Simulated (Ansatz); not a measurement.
Reaction: CH4BO (SMILES BO[CH2], doublet) → CH4BO (SMILES [BH]OC, doublet)
Each species at its own B3LYP-D3(BJ)/def2-TZVP minimum (Ansatz, a first-principles code).

Total energies in hartree (Ansatz). Open shells are spin-unrestricted; no spin-orbit coupling. Cores are frozen in correlated methods. No relativity.

```tsv
species	HF/cc-pVTZ	CCSD(T)/cc-pVTZ	HF/cc-pVQZ	CCSD(T)/cc-pVQZ	CCSD(T)/cc-pVDZ	CCSDT(Q)/cc-pVDZ
1: CH4BO (SMILES BO[CH2], doublet)	-139.77163	-140.30266	-139.78198	-140.34457	-140.15753	-140.15924
2: CH4BO (SMILES [BH]OC, doublet)	-139.76070	-140.29498	-139.77095	-140.33700	-140.14987	-140.15157
```

Task: Work out the isomerisation energy (electronic) in kcal/mol: take Hartree-Fock from cc-pVQZ, extrapolate the CCSD(T) correlation energy as X^-3 (X = 3, 4), and add CCSDT(Q) - CCSD(T) in cc-pVDZ. 1 hartree = 627.51 kcal/mol.

Result: 
Species 1: correlation (64·(-0.56259) - 27·(-0.53103))/37 = -0.58562; step -0.00171; E1 = -139.78198 + (-0.58562) + (-0.00171) = -140.36931
Species 2: correlation (64·(-0.56605) - 27·(-0.53428))/37 = -0.58923; step -0.00170; E2 = -139.77095 + (-0.58923) + (-0.00170) = -140.36188
-1·E1 +1·E2 = 0.00743 hartree = 4.7 kcal/mol.
